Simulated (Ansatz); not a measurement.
Ansatz (a quantum-chemistry and plane-wave program) input:
A basis named .json is the Basis Set Exchange file of that set.

Ansatz 0.2 input:
```yaml
crystal:
  periodic: [false, false, false]
  atoms:
    - {symbol: C, position_ang: [-0.70739095, 1.40696469, -0.75268804]}
    - {symbol: Si, position_ang: [1.05556192, 1.43158572, -0.49864700]}
    - {symbol: C, position_ang: [1.76747712, -0.32945434, -0.28639303]}
    - {symbol: Si, position_ang: [0.71023101, -1.37926594, 0.83735708]}
    - {symbol: C, position_ang: [-1.03533119, -1.48594922, 0.18595908]}
    - {symbol: Si, position_ang: [-1.83150066, 0.24032585, -0.01209568]}
    - {symbol: H, position_ang: [-1.15015388, 2.30109546, -1.19075523]}
    - {symbol: H, position_ang: [1.81776143, 2.08496070, -1.62650309]}
    - {symbol: H, position_ang: [1.65525996, 2.15203299, 0.69882349]}
    - {symbol: H, position_ang: [1.79696846, -0.80931939, -1.27019447]}
    - {symbol: H, position_ang: [2.79380735, -0.27697961, 0.09038840]}
    - {symbol: H, position_ang: [1.30415977, -2.75111507, 1.00276753]}
    - {symbol: H, position_ang: [0.70627258, -0.80652486, 2.21615351]}
    - {symbol: H, position_ang: [-1.65164609, -2.11126279, 0.83957246]}
    - {symbol: H, position_ang: [-1.00131418, -1.96394689, -0.79860506]}
    - {symbol: H, position_ang: [-2.39170326, 0.48217487, 1.38085073]}
    - {symbol: H, position_ang: [-3.10803381, 0.05247888, -0.79636791]}
basis:
  gaussian:
    orbitals: aug-cc-pV_D+d_Z.json
total_charge: -1
magnetization: {spin_polarized: false}
correlation: {method: ccsd_t, electrons: outside_noble_gas}
output: {forces: true}
```

What final total energy does it print?

-987.74802 Eh (CCSD(T)/aug-cc-pV(D+d)Z). The basis has 264 functions. The run takes roughly 120 core-minutes.

It need not be the lowest isomer of its formula. Whether it binds its extra electron was not tested at this geometry.
